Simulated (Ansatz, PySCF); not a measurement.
The pair A = H2 (SMILES [H][H]) (first 2 atoms), B = CH4S (SMILES CS); geometry from B3LYP-D3(BJ)/def2-TZVP.
(charge 0, multiplicity 1):
| atom | x (Å) | y (Å) | z (Å) |
|---|---|---|---|
| H | 0.0296 | -0.3295 | 0.1544 |
| H | 0.3783 | -0.1610 | -0.4832 |
| C | 0.9006 | 0.7277 | 3.0864 |
| S | -0.7370 | -0.0717 | 3.0700 |
| H | 0.9060 | 1.6019 | 3.7338 |
| H | 1.5935 | -0.0103 | 3.4872 |
| H | 1.2181 | 0.9978 | 2.0813 |
| H | -1.4255 | 0.9703 | 2.5763 |

Correlated levels freeze the cores. CBS(a, b) extrapolates the correlation energy as X⁻³ and adds the Hartree–Fock energy of set b.

Programs: Ansatz (Gaussian basis) for Hartree–Fock, density functionals and correlated methods; PySCF for the dispersion terms. Values without a source in brackets are computed.

The monomers are drawn apart, rigid, along the line of their centres of mass. Counterpoise-corrected interaction energies (kcal/mol):

```
level                                          R = 4.499 Å  R = 5.710 Å
---------------------------------------------  -----------  -----------
PBE/def2-TZVPPD                                    -0.2428      -0.0541
PBE-D3(BJ)/def2-TZVPPD                             -0.3831      -0.0901
wB97M-V/def2-TZVPPD                                -0.2639      -0.0748
CCSD(T)/CBS(aug-cc-pV(D+d)Z, aug-cc-pV(T+d)Z)      -0.2762      -0.0756
```

Problem. R is the distance of the centres of mass. Find the local exponent m of E ∝ R⁻ᵐ between the two points.

Solution. 
m = ln(E₁/E₂)/ln(R₂/R₁): PBE/def2-TZVPPD 6.3; PBE-D3(BJ)/def2-TZVPPD 6.1; wB97M-V/def2-TZVPPD 5.3; CCSD(T)/CBS(aug-cc-pV(D+d)Z, aug-cc-pV(T+d)Z) 5.4. For scale, two fixed dipoles give m = 3, dipole and quadrupole 4, quadrupoles 5, and dispersion or dipole-induced dipole 6 at long range; at these distances several terms mix, and what is left of overlap and damping shifts m, so it need not match one of them.

Ansatz is a quantum-chemistry and plane-wave program.
